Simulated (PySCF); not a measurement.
Start geometry of `CN=[P@]1(C)CC[Si@H](F)CC1` from GFN2-xTB (Å):
```
atom  x, y, z in Å
C1    -2.4129   -1.5279    0.4692
N2    -1.3682   -1.0018   -0.3706
P3    -0.6818    0.3875   -0.2567
C4    -1.6121    1.9486   -0.5054
C5     0.5837    0.4120   -1.5886
C6     1.5442   -0.7465   -1.4061
Si7    2.4689   -0.6146    0.2473
F8     3.2859   -1.9791    0.5234
C9     1.1993   -0.3518    1.6583
C10    0.2731    0.8061    1.3182
H11   -2.1681   -1.5769    1.5317
H12   -2.6567   -2.5076    0.1152
H13   -3.3755   -0.8935    0.3844
H14   -1.0319    2.8334   -0.5430
H15   -2.2080    1.8262   -1.4311
H16   -2.3563    2.0683    0.3252
H17    1.1133    1.3892   -1.5588
H18    0.0329    0.3481   -2.5177
H19    2.2354   -0.8066   -2.2467
H20    0.9301   -1.6611   -1.4116
H21    3.4739    0.4262    0.2308
H22    0.6016   -1.2813    1.7294
H23    1.6938   -0.1805    2.5815
H24   -0.4649    0.9721    2.0981
H25    0.8528    1.7237    1.1804
```

What comes out of this run: PBE0-D3(BJ)/def2-SVP geometry optimisation, gas phase (PySCF)?

```
atom  x, y, z in Å
C1    -2.4032   -1.4836    0.5403
N2    -1.3760   -1.0229   -0.3490
P3    -0.6932    0.3852   -0.2627
C4    -1.7226    1.8813   -0.4769
C5     0.5625    0.4542   -1.5804
C6     1.5758   -0.6877   -1.4399
Si7    2.5006   -0.5799    0.1852
F8     3.3778   -1.9352    0.4158
C9     1.2527   -0.3905    1.5719
C10    0.2584    0.7416    1.2831
H11   -2.0963   -1.5421    1.6077
H12   -2.7079   -2.5066    0.2596
H13   -3.3333   -0.8757    0.5222
H14   -1.1139    2.7980   -0.4916
H15   -2.2790    1.7906   -1.4209
H16   -2.4473    1.9465    0.3482
H17    1.0438    1.4471   -1.5469
H18    0.0151    0.3877   -2.5348
H19    2.2767   -0.6942   -2.2904
H20    1.0245   -1.6429   -1.4522
H21    3.4630    0.5652    0.1803
H22    0.7059   -1.3458    1.6477
H23    1.7637   -0.2305    2.5355
H24   -0.4737    0.8489    2.1021
H25    0.7609    1.7201    1.1834
```

The energy falls by 28.9 kJ/mol over 7 energy and gradient evaluations, the largest force component goes from 0.0413 to 2.9e-04 Eh/bohr, and the atoms move by 0.079 Å rms after alignment. The bond that changes most is Si7–H21 (fluorine-bound silicon to Si–H hydrogen), which lengthens by 0.049 Å. Bonds longer at the end by more than 0.005 Å: 13 of 25; shorter: 10. Among the angles that change most is P3–C4–H14, from 116.0° to 111.8°. Rotational constants go from 1541, 644.8, 612.2 to 1594, 637.8, 600.7 MHz. The orientation of the end geometry is arbitrary; only internal coordinates are fixed.

The run used 223 basis functions and 48 SCF cycles in all. On one thread, Arm Neoverse V2 (aarch64), shared host, this took 4.2 min and 0.94 GiB of memory at its peak.

Not checked by PBE0-D3(BJ)/def2-SVP frequencies. The numbers are those of one conformer.
